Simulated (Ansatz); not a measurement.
Start from `CSB(C)N` and change one atom or group to get `BNB(C)N`.

Ansatz, PBE0-D4/def2-TZVP geometries, multiplicity 1. Each molecule was computed in one conformer, which needn't be the lowest.

| property | `CSB(C)N` |
| --- | --- |
| HOMO–LUMO gap (ωB97M-V/def2-TZVPP) / eV | 10.81 |
| size of the dipole moment (B3LYP/def2-TZVPP) / D | 1.28 |
| LUMO energy (PBE/def2-TZVPP) / eV | -0.01 |
| HOMO–LUMO gap (B3LYP/def2-TZVPP) / eV | 6.80 |
| HOMO–LUMO gap (PBE0/def2-TZVPP) / eV | 7.37 |
| HOMO energy (PBE/def2-TZVPP) / eV | -5.29 |

(1) Give the same properties after the change, and the shifts. (Best estimate.)

Results:

(1) Computed: 
```
                                        property  `BNB(C)N`  shift
         HOMO–LUMO gap (ωB97M-V/def2-TZVPP) / eV      11.58   0.77
size of the dipole moment (B3LYP/def2-TZVPP) / D       1.36   0.08
               LUMO energy (PBE/def2-TZVPP) / eV      -1.30  -1.29
           HOMO–LUMO gap (B3LYP/def2-TZVPP) / eV       6.88   0.08
            HOMO–LUMO gap (PBE0/def2-TZVPP) / eV       7.34  -0.03
               HOMO energy (PBE/def2-TZVPP) / eV      -6.36  -1.07
```

Dipoles are sizes alone; their direction can turn.

B3LYP here is the variant with VWN-RPA as its local correlation; programs differ in this.
